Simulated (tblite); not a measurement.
Isomers of C7H11FO2. Method: GFN2-xTB as coded in tblite; computed harmonic values from a numerical Hessian at the method's own geometry, unscaled. Against measured fundamentals such values can be off by several per cent, at times by over 20. One conformer each.

Electronic energies: GFN2-xTB at the same geometries; isomer energies are rough at this level and their order can be wrong.

```tsv
SMILES	electronic energy, lowest = 0 (kJ/mol)
C=CC[C@](C)(OC)C(=O)F	126.0
COC1(C(=O)F)CCCC1	2.8
CC[C@@]1(OC)C[C@H]1C(=O)F	71.2
CO[C@@H]1CCC[C@@H]1C(=O)F	0.0
CO/C=C(/C(=O)F)C(C)C	55.3
```

Task: How do GFN2-xTB zero-point energies change the relative energies?

Result: 
```csv
SMILES,ZPE (kJ/mol),of it from modes above 1550 cm⁻¹,electronic (kJ/mol),"with ZPE, lowest = 0 (kJ/mol)",lowest mode (cm⁻¹),rings
CO[C@@H]1CCC[C@@H]1C(=O)F,449.1,207.1,0.0,0.0,30,1
COC1(C(=O)F)CCCC1,449.2,208.6,2.8,2.9,49,1
CO/C=C(/C(=O)F)C(C)C,441.3,219.2,55.3,47.5,45,0
CC[C@@]1(OC)C[C@H]1C(=O)F,442.2,210.2,71.2,64.3,55,1
C=CC[C@](C)(OC)C(=O)F,437.0,221.1,126.0,113.9,45,0
```

The zero-point energies span 12.2 kJ/mol, from `C=CC[C@](C)(OC)C(=O)F` to `COC1(C(=O)F)CCCC1`. The order is unchanged.

Task: What do entropy and thermal enthalpy add at 298.15 K and 1 bar (rigid rotor, harmonic oscillator, one conformer each)?

Result: 
```tsv
SMILES	point group	symmetry number	S (J/(mol K))	H − H(0) (kJ/mol)	ZPE + H − H(0) − TS (kJ/mol)
CO[C@@H]1CCC[C@@H]1C(=O)F	C1	1	424.6	29.42	352.0
COC1(C(=O)F)CCCC1	C1	1	416.3	29.33	354.4
CO/C=C(/C(=O)F)C(C)C	C1	1	452.4	33.81	340.2
CC[C@@]1(OC)C[C@H]1C(=O)F	C1	1	436.8	31.98	343.9
C=CC[C@](C)(OC)C(=O)F	C1	1	452.4	33.88	336.0
```
